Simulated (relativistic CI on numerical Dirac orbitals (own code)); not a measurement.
**Eu XLI: q coefficients and field-shift factors**

Method of calculation: Dirac-Coulomb-Breit CI, orbitals from a KLI potential per configuration, derivatives by finite differences, unscaled Slater integrals, QED left out (own radial code, finite nucleus).

Configuration list (outside the closed core [Ne]): 3s²3p⁶3d⁵, 3s²3p⁵3d⁶, 3s²3p⁴3d⁷, 3s3p⁶3d⁶, 3p⁶3d⁷, 3s3p⁵3d⁷, 3s²3p⁶3d⁴4s, 3s²3p⁶3d³4s². Levels of other configurations are missing.

With x = (α/α₀)² − 1 an excitation energy changes as ω = ω₀ + qx; K = 2q/ω₀ is the relative enhancement. Terms are leading LS components, so labels can repeat. The field-shift factor is F = δν/δ⟨r²⟩ for the transition from the lowest level.

Lowest level 3s²3p⁶3d⁵ ⁴P5/2.

```csv
Level,ω₀ (cm⁻¹),q (cm⁻¹),K,F (GHz/fm²)
3s²3p⁶3d⁵ ⁶S5/2,186346,229700,2.47,3.35
3s²3p⁶3d⁵ ⁴G7/2,269744,227100,1.68,3.47
3s²3p⁶3d⁵ ⁴D3/2,276659,234500,1.7,3.31
3s²3p⁶3d⁵ ⁴G11/2,282328,223400,1.58,3.72
3s²3p⁶3d⁵ ⁴G9/2,312197,238500,1.53,3.82
3s²3p⁶3d⁵ ⁴D5/2,327996,258000,1.57,3.85
3s²3p⁶3d⁵ ⁴P1/2,339053,273100,1.61,3.83
3s²3p⁶3d⁵ ²F7/2,366707,237200,1.29,3.56
3s²3p⁶3d⁵ ²D3/2,447394,296900,1.33,4.79
3s²3p⁶3d⁵ ²D5/2,450587,455700,2.02,6.53
3s²3p⁶3d⁵ ⁴D7/2,500902,481400,1.92,6.87
3s²3p⁶3d⁵ ²I11/2,509255,474200,1.86,7.25
3s²3p⁶3d⁵ ⁴G9/2,522457,471100,1.8,6.94
```

At this charge energies of transitions that change n are usually good to better than 1 %, and those within a shell (Δn = 0) to a few per cent. Terms inside the open d or f shell come out 10 to 20 % too wide with unscaled integrals.
